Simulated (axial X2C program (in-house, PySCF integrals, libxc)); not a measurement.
Ω levels of TmBr from open-shell CI on f12 s1 d(πδ)1

Calculated with an in-house all-electron X2C program for linear molecules (integrals from PySCF): two-component X2C with atomic mean-field Coulomb and Gaunt terms, basis Tm dyall-v3z, Br dyall-v3z (cores contracted in-house). Orbitals come from Hartree–Fock averaged over the configuration Tm f12 s1 d(πδ)1; CI then distributes these electrons over the f, s, d(πδ) shells of Tm, the count in the first shell held.

R = 2.671 Å (near the minimum of the configuration average).

Lowest levels of this model:

```
Ω  energy (cm⁻¹)     g∥  μ (D)                   configuration
0              0   0.00  -3.02   87% f12 s2 + 8% f12 s1 d(πδ)1
1             30   2.35  -3.02   87% f12 s2 + 8% f12 s1 d(πδ)1
2            125   4.70  -3.02   87% f12 s2 + 8% f12 s1 d(πδ)1
3            295   7.05  -3.02   87% f12 s2 + 8% f12 s1 d(πδ)1
4            552   9.39  -3.01   87% f12 s2 + 8% f12 s1 d(πδ)1
5            900  11.70  -3.00   87% f12 s2 + 8% f12 s1 d(πδ)1
6           1331  14.00  -2.96   88% f12 s2 + 7% f12 s1 d(πδ)1
0           4585   0.00  -3.19              100% f12 s1 d(πδ)1
1           4603   2.62  -3.27              100% f12 s1 d(πδ)1
2           4659   5.30  -3.50               99% f12 s1 d(πδ)1
3           4742   8.09  -3.84               99% f12 s1 d(πδ)1
4           4822  10.95  -4.23               99% f12 s1 d(πδ)1
5           4874  13.81  -4.60               99% f12 s1 d(πδ)1
0           6434   0.00  -4.34               99% f12 s1 d(πδ)1
1           6495   2.57  -4.26               99% f12 s1 d(πδ)1
2           6670   5.10  -4.03               98% f12 s1 d(πδ)1
8           6686  18.40  -4.92              100% f12 s1 d(πδ)1
7           6698  15.37  -4.81              100% f12 s1 d(πδ)1
9           6743  21.99  -4.93              100% f12 s1 d(πδ)1
4           6766  10.01  -4.18   90% f12 s1 d(πδ)1 + 9% f12 s2
6           6818  12.94  -4.65              100% f12 s1 d(πδ)1
8           6882  19.37  -4.66              100% f12 s1 d(πδ)1
3           6885   7.49  -3.79               97% f12 s1 d(πδ)1
7           6947  14.50  -4.77              100% f12 s1 d(πδ)1
6           7012  12.45  -4.35              100% f12 s1 d(πδ)1
5           7014  10.60  -4.48              100% f12 s1 d(πδ)1
3           7015   6.85  -3.52  76% f12 s1 d(πδ)1 + 23% f12 s2
2           7056   4.40  -3.34  80% f12 s1 d(πδ)1 + 19% f12 s2
5           7061  10.39  -4.05              100% f12 s1 d(πδ)1
7           7062  17.41  -4.42              100% f12 s1 d(πδ)1
```

g∥ is the magnitude of 2⟨Lz + ge Sz⟩ for the +Ω component. μ is positive if the Br end is positive.

This point took 5.5 s on 1 thread of Intel(R) Xeon(R) 6975P-C (Granite Rapids), with other jobs on the host.

Dynamic correlation is missing, so gaps between terms are too wide and other configurations may lie lower; the lowest level listed is that of this model, not necessarily the ground state. The lowest levels belong to f12 s2, not to the averaged configuration, so orbitals and distance suit them less well. With the count in the first shell held, other counts are excluded: this configuration can lie several eV above the ground configuration of the molecule. At most 4 roots were kept for each Ω > 0 (twice that for Ω = 0) within 2.2 eV of the lowest, so higher up levels can be missing between those listed; levels with Ω > 0 are doubly degenerate and listed once, Ω = 0 levels singly. Some active spinors are only partly of the character that their shell is named for, so the shell names and counts are nominal.
